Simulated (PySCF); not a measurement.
C$_{4}$H$_{6}$NO (SMILES O=C1CCC[N]1), doublet, geometry from GFN2-xTB. Base run: CAMB3LYP/pcseg-1 (PySCF).

The PySCF input:
```python
from pyscf import gto, scf, dft

mol = gto.Mole()
mol.atom = '''
    O     1.97238951   -0.63162880   -0.39035358
    C     0.79717902   -0.38710243   -0.24057413
    C     0.36772905    1.10309476    0.16868404
    C    -1.04255124    0.91105259    0.71623365
    C    -1.50996895   -0.33867398   -0.04737339
    N    -0.29609308   -1.03753496   -0.35340682
    H     0.39548644    1.67105478   -0.76074418
    H     1.09636873    1.49351241    0.87402583
    H    -1.00493212    0.70299970    1.78579933
    H    -1.67631724    1.78119799    0.55153670
    H    -2.02842431   -0.07742673   -0.97747695
    H    -2.16297339   -0.98578860    0.54171484
'''
mol.basis = 'pcseg-1'
mol.spin = 1
mol.verbose = 5
mol.build()

mf = dft.UKS(mol)
mf.xc = 'camb3lyp'
mf.kernel()
mf.analyze()
```

The base run was repeated with changes; each row names its change, and settings that it needs were set with it.

```
change                                                                                                                  ΔE vs base (mEh)  fitting functions  dipole (D)                outcome
----------------------------------------------------------------------------------------------------------------------  ----------------  -----------------  ----------  ---------------------
base                                                                                                                               0.000                  -        4.34              converged
auxbasis = cc-pvtz-ri                                                                                                             -0.387                666        4.34              converged
auxbasis = cc-pvdz-jkfit                                                                                                          -0.158                558        4.34              converged
auxbasis = autoaux                                                                                                                -0.047                822        4.34              converged
auxbasis = def2-universal-jfit                                                                                                     0.339                360        4.34              converged
auxbasis = def2-universal-jkfit                                                                                                   -0.088                562        4.34              converged
auxbasis = def2-svp-ri                                                                                                           -13.062                372        4.34              converged
exchange = seminumerical (SGX) (with mf = sgx.sgx_fit(mf, auxbasis='def2-universal-jfit'); with mf.with_df.dfj = True)                 -                  -           -  cut at the time limit
only_dfj = on; auxbasis = def2-universal-jfit                                                                                     -0.399                360        4.34              converged
auxbasis = cc-pvtz-jkfit                                                                                                          -0.091                654        4.34              converged
```

A fitting set is made for a task (jfit for Coulomb, jkfit for Coulomb and exchange, ri for correlation) and for a family of orbital bases.

Open shells are given as the SCF converged; they aren't shown to be the lowest states, and a large step between rows can be another state.
